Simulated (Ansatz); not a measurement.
Spectroscopic constants of MgP, multiplicity 4 (lowest of 2S+1 = 2, 4 at CCSD(T)/def2-TZVPP on PBE0 minima; our sources give no spin for the ground state, which may be another).

D_e counts from the fitted minimum to each atom's lowest state at the same level, without counterpoise.

Correlated levels freeze the inner cores; with def2 sets outer-core shells near the valence are correlated too.

Codes used: Ansatz (a program for electronic structure) with Gaussian orbitals. Each number belongs to the level named beside it.

Problem. Give the bond energy D_e at the level CCSD(T)/def2-QZVPP.

Solution. 55 kJ/mol

Problem. What is the computed bond energy D_e (CCSD(T)/def2-TZVPP)?

Solution. 45 kJ/mol

Problem. What bond energy D_e does r2SCAN/def2-TZVPP give?

Solution. 95 kJ/mol
